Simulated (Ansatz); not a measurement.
Stepwise reaction of `[NH]=[W](=[NH])([F])[F]` with hydrogen chloride, as a gas-phase model of exchange steps in deposition or etching. ΔE in kJ/mol; ΔG adds harmonic PBE0-D4 terms to CCSD(T)/CBS, at 1 bar.

Gas-phase electronic energies from Ansatz, PBE0-D4/def2-TZVP geometries. CCSD(T)/CBS is the MP2 limit (def2-TZVPP, def2-QZVPP) plus CCSD(T) − MP2 in def2-TZVPP, frozen cores. This one scheme is used for every species. Functionals use def2-TZVPP. B3LYP here is the variant with VWN-RPA as its local correlation; programs differ in this. def2 core potentials past Kr. For W outer-core shells are correlated without core-valence functions, which leaves a few kJ/mol of doubt a bond. One conformer a species, not always the lowest.

```csv
step,reaction,PBE-D4,B3LYP-D4,ωB97M-V,CCSD(T)/CBS,ΔG(600 K)
1,`[NH]=[W](=[NH])([F])[F]` + HCl → `[NH]=[W](=[NH])([F])[Cl]` + H–F,-3.8,-2.4,-0.9,-15.4,-12.8
```

(1) Give the row of step 2, `[NH]=[W](=[NH])([F])[Cl]` + HCl → `[NH]=[W](=[NH])([Cl])[Cl]` + H–F. (Best estimate.)

(2) By hand: ΔE of the 2 steps together at CCSD(T)/CBS.

Results:

(1) Computed: 
```
step                                                              reaction  PBE-D4  B3LYP-D4  ωB97M-V  CCSD(T)/CBS  ΔG(600 K)
   2  `[NH]=[W](=[NH])([F])[Cl]` + HCl → `[NH]=[W](=[NH])([Cl])[Cl]` + H–F    -4.3      -3.3     -1.1        -16.2       -6.8
```

(2) (-15.4) + (-16.2) = -31.6 kJ/mol, or -15.8 kJ/mol a step.

In ΔE the steps differ by no more than 0.8 kJ/mol. All are downhill at CCSD(T)/CBS. ΔG lies between -12.8 and -6.8 kJ/mol a step. PBE-D4 differs from CCSD(T)/CBS by 11.6 to 11.9 kJ/mol a step. Isolated molecules leave out the surface, adducts and barriers. Largest T1 diagnostic: 0.020.
